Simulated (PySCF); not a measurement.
CS, charge +1, doublet, at a GFN2-xTB geometry (a state made from the parent by changing its charge; the spin is typed, not shown lowest). Base run: PySCF with CAMB3LYP/cc-pVTZ.

Here is a job for PySCF.
```python
from pyscf import gto, scf, dft

mol = gto.Mole()
mol.atom = '''
    C    -0.00000000   -0.00000000   -1.07903369
    S     0.00000000    0.00000000    0.40463763
'''
mol.basis = 'cc-pvtz'
mol.charge = 1
mol.spin = 1
mol.verbose = 4
mol.build()

mf = dft.UKS(mol)
mf.xc = 'camb3lyp'
mf.kernel()
```

The base run was repeated with changes; each row names its change, and settings that it needs were set with it.

| change | E (Eh) | HOMO (eV) | <S^2> | core-seconds (rough) |
|---|---|---|---|---|
| base | -435.80645 | -19.82 | 0.799 | 10 |
| functional = b3lyp5 | -435.75943 | -18.11 | 0.785 | 5 |
| functional = wb97x | -435.80171 | -20.87 | 0.823 | 10 |
| functional = bhandhlyp | -435.79838 | -19.53 | 0.834 | 6 |
| functional = mn12l | -435.75030 | -17.36 | 0.837 | 7 |
| functional = o3lyp | -435.81151 | -17.76 | 0.793 | 5 |
| functional = wb97x_v | -435.74281 | -20.87 | 0.792 | 40 |
| functional = tpssh | -435.84566 | -17.81 | 0.798 | 9 |
| functional = pw91,pw91 | -435.79977 | -17.29 | 0.779 | 5 |
| functional = pw6b95 | -436.19546 | -18.53 | 0.790 | 8 |
| functional = b97-1 | -435.77228 | -18.16 | 0.786 | 6 |
| functional = mn15 | -435.65776 | -19.09 | 0.815 | 7 |
| functional = x3lyp | -435.77706 | -18.24 | 0.786 | 6 |

Total energies compare only within one method and basis.

Open shells are given as the SCF converged; they aren't shown to be the lowest states, and a large step between rows can be another state.
